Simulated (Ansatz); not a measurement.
A run for Ansatz (a first-principles code): R-RI-MP2/cc-pVQZ on GeH4O2 (SMILES [OH][GeH2][OH]), a point of a torsion scan. Files ending in .json are basis or fitting sets from the Basis Set Exchange. The run froze 16 orbitals, filled d shells among them.

Ansatz 0.2 input:
```yaml
crystal:
  periodic: [false, false, false]
  atoms:
    - {symbol: O, position_ang: [1.51154257, 0.52531951, 0.29177369]}
    - {symbol: Ge, position_ang: [0.11640136, -0.45509719, 0.05659557]}
    - {symbol: O, position_ang: [-1.04218432, 0.67112375, -0.60947502]}
    - {symbol: H, position_ang: [1.39089937, 1.43668589, 0.02976332]}
    - {symbol: H, position_ang: [0.43136544, -1.53832320, -0.93701630]}
    - {symbol: H, position_ang: [-0.35616605, -0.97471125, 1.38569482]}
    - {symbol: H, position_ang: [-1.91218295, 0.34747981, -0.82575105]}
basis:
  gaussian:
    orbitals: cc-pVQZ
    fitting: {mean_field: def2-universal-JKFIT, correlation: cc-pVQZ-RIFIT.json}
magnetization: {spin_polarized: false}
correlation: {method: mp2, electrons: outside_noble_gas}
scf: {lower_state_search: off}
```

### Question
What total energy does the run end on?

### Answer
-2228.2463 hartree.
